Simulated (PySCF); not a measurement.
Job file and geometry (Å, from GFN2-xTB) of an NMR shielding run on SMILES OB(O)CC#CCF, C$_{4}$H$_{6}$BFO$_{2}$, PySCF 2.14.0, density-fitted response routines, GIAO PBE0/pcSseg-1 NMR shielding, non-relativistic, gas phase; density fitting, a coarse starting grid and PySCF grid level 2 are the driver's defaults:

```
$ OMP_NUM_THREADS=1 python probes_run.py task.json out

{"job": {"kind": "nmr", "xc": "PBE0", "basis": "pcSseg-1"}, "charge": 0, "multiplicity": 1}
O     -1.666935     1.438021     0.199352
B     -1.947580     0.157168     0.472179
O     -3.186694    -0.149185     0.947292
C     -0.837264    -0.980855     0.197727
C      0.518160    -0.479291     0.161767
C      1.658298    -0.107943     0.135884
C      3.013209     0.404102     0.106138
F      3.046594     1.774916     0.267111
H     -2.376870     2.055795     0.378578
H     -3.374523    -1.067083     1.133183
H     -0.896414    -1.763969     0.959748
H     -1.052020    -1.452976    -0.766244
H      3.491050     0.190722    -0.858831
H      3.610313    -0.019894     0.923976
```

**Question.** Write the output of this run.

**Answer.** 
```
coarse grid: 12408 points
cycle   1  E = -430.4585129655  dE =  1.192e+00  |g| = 9.776e-01  |ddm| = 3.770e+00
cycle   2  E = -430.3301972021  dE =  1.283e-01  |g| = 1.326e+00  |ddm| = 2.265e+00
cycle   3  E = -430.6286995065  dE = -2.985e-01  |g| = 9.638e-02  |ddm| = 1.437e+00
cycle   4  E = -430.6303828003  dE = -1.683e-03  |g| = 4.036e-02  |ddm| = 1.260e-01
cycle   5  E = -430.6306448138  dE = -2.620e-04  |g| = 2.191e-02  |ddm| = 5.336e-02
cycle   6  E = -430.6307527127  dE = -1.079e-04  |g| = 4.993e-03  |ddm| = 1.884e-02
cycle   7  E = -430.6307585829  dE = -5.870e-06  |g| = 1.353e-03  |ddm| = 4.484e-03
final grid: 122296 points
cycle   8  E = -430.7020427967  dE = -4.317e-05  |g| = 9.204e-03  |ddm| = 4.773e-02
cycle   9  E = -430.7020280447  dE =  1.475e-05  |g| = 1.300e-02  |ddm| = 1.861e-02
cycle  10  E = -430.7020593632  dE = -3.132e-05  |g| = 1.805e-03  |ddm| = 1.060e-02
cycle  11  E = -430.7020600745  dE = -7.113e-07  |g| = 5.774e-04  |ddm| = 1.916e-03
cycle  12  E = -430.7020601476  dE = -7.313e-08  |g| = 1.555e-04  |ddm| = 5.909e-04
cycle  13  E = -430.7020601526  dE = -4.984e-09  |g| = 2.366e-05  |ddm| = 1.231e-04
cycle  14  E = -430.7020601527  dE = -9.106e-11  |g| = 1.186e-05  |ddm| = 2.596e-05
converged SCF energy = -430.7020601527

GIAO shielding tensors (ppm)
atom      isotropic    diamagn.    paramagn.     s11        s22        s33       span
  0 O      212.499     388.130    -175.631    109.224    248.183    280.090    170.866
  1 B       73.012     192.236    -119.224     60.340     65.685     93.011     32.671
  2 O      208.433     383.356    -174.924     94.413    261.584    269.302    174.889
  3 C      179.066     258.152     -79.086    166.143    175.940    195.114     28.971
  4 C       91.000     260.595    -169.595      3.769     25.671    243.561    239.792
  5 C      106.514     268.530    -162.016     20.084     21.703    277.756    257.672
  6 C      112.809     244.545    -131.736     81.208     89.032    168.187     86.980
  7 F      415.148     474.888     -59.740    373.290    410.599    461.556     88.266
  8 H       27.257      28.880      -1.623     21.553     22.876     37.342     15.789
  9 H       27.858      30.358      -2.500     22.042     24.885     36.647     14.605
 10 H       30.057      31.149      -1.092     24.463     29.871     35.838     11.375
 11 H       29.736      31.046      -1.309     24.493     29.020     35.697     11.204
 12 H       26.376      28.026      -1.650     21.534     27.011     30.583      9.050
 13 H       26.414      27.250      -0.837     21.577     27.044     30.620      9.043
```

Size and cost of the density-fitted run: 166 basis functions, 52 s wall time on 1 thread of an Intel Xeon, shared host; peak memory 0.74 GiB.
